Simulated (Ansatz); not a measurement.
heptazine (C6H3N7), SMILES C1=NC2=NC=NC3=NC=NC(=N1)N23. Heavy atoms are numbered as in [CH:1]1=[N:12][C:11]2=[N:10][CH:9]=[N:8][C:7]3=[N:6][CH:5]=[N:4][C:3](=[N:2]1)[N:13]32.

Method: CAM-B3LYP-D3(BJ)/def2-SVP in Ansatz (a quantum-chemistry and plane-wave program).

Bond lengths of the relaxed neutral molecule (Å): C1–N2 1.324, C1–N12 1.324, N2–C3 1.327, C3–N4 1.327, C3–N13 1.403, N4–C5 1.324, C5–N6 1.324, N6–C7 1.327, C7–N8 1.327, C7–N13 1.403, N8–C9 1.324, C9–N10 1.324, N10–C11 1.327, C11–N12 1.327, C11–N13 1.403.

**Question.** How do the bond lengths change in the relaxed lowest triplet? (Estimate from the structure and the level; the computed values follow.)

**Answer.** 
```
bond     neutral (Å)  triplet (Å)
-------  -----------  -----------
C1–N2          1.324        1.355
C1–N12         1.324        1.355
N2–C3          1.327        1.291
C3–N4          1.327        1.361
C3–N13         1.403        1.425
N4–C5          1.324        1.304
C5–N6          1.324        1.359
N6–C7          1.327        1.330
C7–N8          1.327        1.330
C7–N13         1.403        1.373
N8–C9          1.324        1.359
C9–N10         1.324        1.304
N10–C11        1.327        1.361
C11–N12        1.327        1.291
C11–N13        1.403        1.425
```
